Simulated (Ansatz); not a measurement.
Molecule: LuF (charge 0, singlet). SMILES: [F][Lu]
Coordinates optimised at B3LYP-D3(BJ)/def2-TZVP (Ansatz, a first-principles code):
```
Lu
F 1 1.9192
```
Charge 0, spin multiplicity 1.

Property: atomisation energy (electronic, to ground-state atoms), in kcal/mol. Cores are frozen in the correlated levels unless marked. Open shells are spin-unrestricted. No spin-orbit coupling. Frozen are the shells of the preceding noble gas and the d and f shells that filled before the atom's block. In def2 rows, elements after Kr have scalar-relativistic effective core potentials. 

```csv
level,program,atomisation energy (kcal/mol),rough core time
PBE0/def2-SVP,Ansatz,172.1,under 20 s
PBE0-D3(BJ)/def2-TZVP,Ansatz + dftd3,166.9,under 20 s
PBE0/def2-TZVP,Ansatz,166.5,under 20 s
PBE0/def2-QZVPP,Ansatz,166.2,under 20 s
RPA@PBE/def2-QZVPP,Ansatz,159.8,under 20 s
CCSD(T)/def2-QZVPP,Ansatz,173.2,40 s
```

Core times are rough, on shared machines, summed over the molecules involved; a dash marks a level read off another run, or run on other hardware, by another program or under a memory cap.

The Hartree-Fock reference is unstable (checked in the largest basis), which strains HF and MP2.
